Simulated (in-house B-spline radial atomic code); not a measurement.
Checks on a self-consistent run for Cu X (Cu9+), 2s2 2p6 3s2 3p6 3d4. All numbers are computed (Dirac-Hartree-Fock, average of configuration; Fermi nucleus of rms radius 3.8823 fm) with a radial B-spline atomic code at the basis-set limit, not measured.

| orbital | q | ε (Eh) | <1/r> | <r²> | small-component weight |
| --- | --- | --- | --- | --- | --- |
| 2s1/2 | 2 | -55.61829 | 6.77241 | 0.0586523 | 0.0023473 |
| 2p1/2 | 2 | -51.71148 | 6.7625 | 0.0440299 | 0.0023473 |
| 2p3/2 | 4 | -50.74584 | 6.60315 | 0.0454248 | 0.0023085 |
| 3s1/2 | 2 | -13.84445 | 2.29672 | 0.444188 | 0.00060341 |
| 3p1/2 | 2 | -12.10751 | 2.2195 | 0.441256 | 0.00057156 |
| 3p3/2 | 4 | -11.95027 | 2.18472 | 0.450896 | 0.00056295 |
| 3d3/2 | 1.6 | -9.01425 | 2.03511 | 0.430671 | 0.00049984 |
| 3d5/2 | 2.4 | -8.98803 | 2.02616 | 0.433645 | 0.0004973 |

Electron-electron repulsion V_ee = 393.7933 hartree.

(1) What total energy follows from the eigenvalues?

(2) Does the Dirac virial theorem hold?

(3) What diamagnetic shielding (Lamb formula) and susceptibility (Langevin formula) do the radii give?

Answers

(1) The eigenvalues count the repulsion twice, so E = Σqε - V_ee = -553.342 - 393.793 = -947.135 hartree; the run printed -947.135.

(2) For a point nucleus E = -2c²Σq·w, with w the small-component weight. Here Σq·w = 0.025218 and c = 137.0360, so the ratio E/(-2c²Σq·w) is 1.000002.

(3) σ = (α²/3)Σq<1/r> = 79.3727/(3·137.036²) = 1408.9 ppm, and χ = -0.79199×10⁻⁶·Σq<r²> = -4.507×10⁻⁶ cm³/mol with Σq<r²> = 5.6914 bohr². Both are non-relativistic formulas without the paramagnetism of open shells.
